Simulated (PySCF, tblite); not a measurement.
Task: Write a Z-matrix for `CC/C=C(/Cl)C(=O)Cl` as optimised with GFN2-xTB.

Result: 
Z-matrix in Å and degrees, rows numbered from 1:
```
C 
C   1  1.5339
C   2  1.4870  1  109.73
C   3  1.3415  2  127.29  1   -99.69
Cl  4  1.7309  3  119.14  2   178.81
C   4  1.4664  3  123.88  2    -2.28
O   6  1.1919  4  126.56  3    13.48
Cl  6  1.7611  4  113.96  3  -165.75
H   1  1.0863  2  110.02  3    63.46
H   1  1.0875  2  110.78  3   -56.95
H   1  1.0863  2  109.73  3  -177.07
H   2  1.0920  1  108.87  3   118.72
H   2  1.0881  1  109.04  3  -121.95
H   3  1.0829  2  115.57  1    78.41
```

The 4 C–C bonds span 1.341 Å (C3=C4, drawn double) to 1.534 Å (C1–C2, drawn single), a spread of 0.193 Å. Of the pairs four or more bonds apart, O7···H13 is among the closest relative to their van der Waals radii: 2.24 Å, 82 % of the sum of Bondi's values. The 2 C–Cl bonds span 1.731 Å (C4–Cl5, drawn single) to 1.761 Å (C6–Cl8, drawn single), a spread of 0.030 Å.

The geometry is computed with GFN2-xTB (gas phase).

Point group: C1 (no symmetry element, even within 0.4 Å). Its lowest GFN2-xTB frequency is 11 cm⁻¹, too small to tell a flat minimum from a shallow saddle. One conformer, not necessarily the lowest (C1–C2–C3–C4 -100°, C3–C4–C6–O7 13°).
